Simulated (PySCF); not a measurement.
**Orbital picture of KH**

PBE at R = 2.240 Å; K 6-311G(d,p), H 6-311G(d,p); no relativity (PySCF 2.14). State: ¹Σ⁺ (singlet), closed shell. Only the outer orbitals are listed, counted within each symmetry.

```json
{"orbital": "4σ", "occ.": "2", "ε (eV)": "-34.56", "on K (%)": "100", "main shells (%)": "100 K s"}
{"orbital": "2π", "occ.": "2", "ε (eV)": "-18.46", "on K (%)": "100", "main shells (%)": "100 K p"}
{"orbital": "2π", "occ.": "2", "ε (eV)": "-18.46", "on K (%)": "100", "main shells (%)": "100 K p"}
{"orbital": "5σ", "occ.": "2", "ε (eV)": "-18.28", "on K (%)": "100", "main shells (%)": "100 K p"}
{"orbital": "6σ", "occ.": "2", "ε (eV)": "-3.46", "on K (%)": "28", "main shells (%)": "72 H s, 23 K s"}
{"orbital": "7σ", "occ.": "0", "ε (eV)": "-1.62", "on K (%)": "92", "main shells (%)": "61 K s, 30 K p, 8 H s"}
{"orbital": "3π", "occ.": "0", "ε (eV)": "-0.36", "on K (%)": "100", "main shells (%)": "100 K p"}
{"orbital": "3π", "occ.": "0", "ε (eV)": "-0.36", "on K (%)": "100", "main shells (%)": "100 K p"}
```

Q: Which are the highest filled and the lowest empty level, where do they sit, and how wide is the gap?

A: Highest filled 6σ at -3.46 eV (in %: 72 H s, 23 K s); lowest empty 7σ at -1.62 eV (in %: 61 K s, 30 K p, 8 H s); the gap at PBE is 1.84 eV.

| Item | Value |
| --- | --- |
| bond order (Mayer) | 0.79 |
| ⟨S²⟩ | 0.000 |
| charge on K (Mulliken, basis-dependent) | 0.45 |
| charge on K (Löwdin, basis-dependent) | 0.36 |
| dipole moment (positive dipole means K(−)H(+)) | -7.13 D |
| polarisability along the bond | 89.4 bohr³ |
| polarisability across the bond | 54.3 bohr³ |
